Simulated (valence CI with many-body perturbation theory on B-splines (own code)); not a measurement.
Missing levels of Cu16+

Computed by relativistic CI+MBPT: three valence electrons over a frozen Dirac-Fock core [Ne], radial functions for each j: 11 s, 11 p, 9 d, 7 f, 5 g, 2 h, 1 i, with the one-electron correlation potential Σ1 (screened to all orders), the two-electron term Σ2, the three-electron term Σ3, Breit, model QED; selected single and double excitations, second order for the rest (own B-spline code, finite nucleus).

No measured levels were compared; by estimate levels of excited configurations hold to 0.05 to 0.15 % of their energy, terms of the ground configuration to about 0.5 %.

| Level | E (cm⁻¹) |
| --- | --- |
| 3s2.3p 2P°_1/2 | 0 |
| 3s2.3p 2P°_3/2 | 33252 |
| 3s.3p2 4P_1/2 | 277130 |
| 3s.3p2 4P_3/2 | 291760 |
| 3s.3p2 4P_5/2 | 307660 |
| 3s.3p2 2D_3/2 | 372260 |
| 3s.3p2 2D_5/2 | ? |
| 3s.3p2 2S_1/2 | 445030 |
| 3s.3p2 2P_1/2 | 480310 |
| 3s.3p2 2P_3/2 | 490770 |
| 3s2.3d 2D_3/2 | ? |
| 3s2.3d 2D_5/2 | 578210 |
| 3p3 2D°_3/2 | 707270 |
| 3p3 2D°_5/2 | ? |
| 3p3 4S°_3/2 | 725490 |
| 3s.3p.3d 4F°_3/2 | 781050 |
| 3s.3p.3d 4F°_5/2 | ? |
| 3p3 2P°_1/2 | ? |
| 3s.3p.3d 4F°_7/2 | 798840 |
| 3p3 2P°_3/2 | ? |

Names give the largest LS component (configuration and term), which can be under half, so a name can repeat, a term be missing and a line seem to break the LS rules; names also repeat where a configuration has a term twice.

(1) The levels stand in rising order. What does the calculation give for the missing energies?

## Answers

(1) 3s.3p2 2D_5/2 377830; 3s2.3d 2D_3/2 574140; 3p3 2D°_5/2 716940; 3s.3p.3d 4F°_5/2 788200; 3p3 2P°_1/2 790460; 3p3 2P°_3/2 799530.
